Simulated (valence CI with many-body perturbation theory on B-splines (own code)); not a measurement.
The numbers below are computed, except where a source is named.
**Basis-set convergence for Rh⁶⁺**

Level of theory: valence CI with perturbative core correlation (CI+MBPT): three valence electrons over a frozen Dirac-Fock core [Kr], a basis of 7 s, 7 p, 8 d, 6 f, 4 g, 1 h functions for each j, with the one-electron correlation potential Σ1 (screened to all orders), the two-electron term Σ2, the three-electron term Σ3, Breit, model QED; selected single and double excitations, second order for the rest, scaled by the run's own slope (own B-spline code, finite nucleus).

No measured levels were compared; by estimate terms of the open shell hold to 2 to 4 % of their energy, and close levels can change places; different configurations can be misplaced against each other by 1,000 to 8,000 cm⁻¹. Only levels of the ground parity were solved; by the run's estimate the other parity begins above the list, which can be wrong where configurations are misplaced.

The reference run has the lowest level 4d3 4F_3/2 and an ionisation energy of 97.9153 eV. Its largest variational space holds 8403 state functions.

Names give the largest LS component (configuration and term), which can be under half, so a name can repeat, a term be missing and a line seem to break the LS rules; names also repeat where a configuration has a term twice. Letters in brackets count levels of one name in rising energy.

Changed runs:
A. basis 6 s, 6 p, 5 d, 5 f, 1 g
B. basis 5 s, 5 p, 4 d, 4 f

Excitation energies of the reference run in cm⁻¹, and shifts in cm⁻¹:

```tsv
Level	Reference	A	B
4d3 4F_5/2	1931	-10	-17
4d3 4F_7/2	4194	-13	-17
4d3 4F_9/2	6563	-7.7	+5.9
4d3 4P_3/2	15450	+99	+451
4d3 4P_1/2	15718	+64	+362
4d3 2G_7/2	17861	+201	+737
4d3 4P_5/2	18676	+46	+308
4d3 2G_9/2	18823	+192	+794
4d3 2D_3/2 [a]	22602	+233	+757
4d3 2P_1/2	23750	+246	+975
4d3 2H_11/2	24849	+187	+967
4d3 2H_9/2	25007	+187	+879
Ionisation energy (eV)	97.9153	-0.0266	-0.0451
```
